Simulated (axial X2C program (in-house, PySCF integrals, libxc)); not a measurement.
Nuclear properties of ClHfCl

Calculated with an axial X2C code built on PySCF integrals: two-component X2C with atomic mean-field Coulomb and Gaunt terms, Gaussian nuclei, basis Cl dyall-av3z, Hf dyall-v3z with contracted cores.

Cl–Hf–Cl held linear, with bonds 2.339 and 2.339 Å (a rough geometry, not the PBE0 minimum).

Input and command:
```json
{"zs": [17, 72, 17], "q": 0, "bas": ["dyall-av3z", "dyall-v3z", "dyall-av3z"], "r0": [2.51, 2.51], "symm": 1, "scan": ["PBE0", "HF", "TPSSh"], "levels": ["PBE0", "HF", "BHandHLYP"], "nst": 2}
```
```bash
python solin.py task.json out
```

Keys: zs atomic numbers; q charge; bas basis sets; r0 starting distance in Å; symm equal bonds; scan levels of the two-bond scan; levels methods; nst determinants followed.

Determinant lowest in the PBE0 search, Ω = 0 (closed shell), highest spinor 39% Hf s, 39% Hf d, 12% Cl p:

```json
{"level": "PBE0", "qzz Cl (a.u.)": "0.07", "qzz Hf (a.u.)": "-12.17"}
{"level": "HF", "qzz Cl (a.u.)": "0.06", "qzz Hf (a.u.)": "-14.48"}
{"level": "BHandHLYP", "qzz Cl (a.u.)": "0.06", "qzz Hf (a.u.)": "-13.01"}
```

Determinant 0.08 eV from it at PBE0 and this distance, Ω = 1 (⟨Sz⟩ = -0.99, ⟨Lz⟩ = 1.99 at PBE0), spin on the atoms Cl 0.01, Hf -1.01, Cl 0.01:

| level | A∥/gI Cl (MHz) | qzz Cl (a.u.) | A∥/gI Hf (MHz) | qzz Hf (a.u.) |
| --- | --- | --- | --- | --- |
| PBE0 | -19.4 | 0.06 | -3680 | -8.06 |
| HF | -9.88 | -0.01 | -3600 | -9.51 |
| BHandHLYP | -19 | 0.03 | -3770 | -8.57 |

A∥ (defined per Ω) follows by multiplying with gI = μI/(I μN); qzz is the electric field gradient, eQq0 = 234.96 MHz × Q/barn × qzz. The operators were transformed with the bare-nucleus X2C matrices; with these basis sets, hyperfine constants and field gradients can be off by tens of per cent, and where levels differ in sign neither size nor sign is settled.

(1) With Q(35Cl) = -0.08112 barn, Q(177Hf) = 3.365 barn (Q from Pyykkö, Mol. Phys. 2018), turn the PBE0 values of the first state into constants in MHz.

The molecule was held linear; bending was not examined, so a bent shape may lie lower.

Each state is one determinant with collinear spin, which with several unpaired electrons need not be a pure state. Unrestricted Hartree–Fock can overshoot spin polarisation at the nuclei. With several open shells hyperfine constants can be off by a factor of several. Open-shell Ω = 0 determinants with evenly filled partner blocks cannot be reached by this program, so the Ω shown need not be the lowest component. At HF a later determinant lies lower. States lie within half an eV, so the first need not be the ground state. PBE0 term energies can be off by some tenths of an eV.

## Answers

(1) eQq0(35Cl) = 234.96 × (-0.08112) × (0.07) = -1.33 MHz; eQq0(177Hf) = 234.96 × (3.365) × (-12.17) = -9620 MHz.
